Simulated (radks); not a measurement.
Values are calculated unless marked as measured or tabulated.
Numerical settings for neutral fluorine, [He] 2s2 2p5. Level of theory: non-relativistic Kohn-Sham, PBE, spin-polarised, spherical densities, point nucleus; open shells are filled with parallel spins first (a radial shooting solver on a logarithmic mesh with Libxc functionals). The defaults (mesh step 0.008 in ln r, mesh end at 40 bohr or more with all orbitals vanishing there, Anderson mixing 0.5 over 9 steps, residual threshold near 1e-9 with the energy settled to 1e-9 hartree or 1e-11 of itself, here a cap of 89 iterations) give E = -99.6657 hartree and 2p at -10.235 eV in 14 iterations. Run on one thread of a shared host, so times are rough (Intel(R) Xeon(R) 6975P-C): 0.06 s of CPU time, 0.06 s wall, 14 iterations on 2496 mesh points. Changes against that run (0 stands for a change within the tolerance of the run):

setting                     iterations  converged  E (mhartree)  e(2p) (meV)  CPU (s)
mesh step in ln r 0.2               89         no     -5.87e+05            -     0.14
mesh step in ln r 0.012             14        yes             0            0     0.04
mesh step in ln r 0.12               4         no      diverged            -     0.01
mesh end (bohr) 12                  14        yes             0     +0.00282     0.06
mesh end (bohr) 3                   13        yes          +175     +4.4e+03     0.05
residual threshold 0.01             10        yes             0      -0.0994     0.04
residual threshold 1e-16            89         no             0            0     0.23
mixing 0.01                         21        yes             0            0     0.08
linear mixing, mixing 0.8           89         no             0     -0.00623      0.3
linear mixing, mixing 0.05          89         no      +0.00525         -125      0.3
mixing history 20                   22        yes             0            0     0.09
iteration cap 5                      5         no        +0.665         +382     0.02

Settings that end as converged yet miss the energy by more than 1 mhartree: mesh end (bohr) 3 (+0.175 hartree). A mesh that ends early acts as a hard wall.
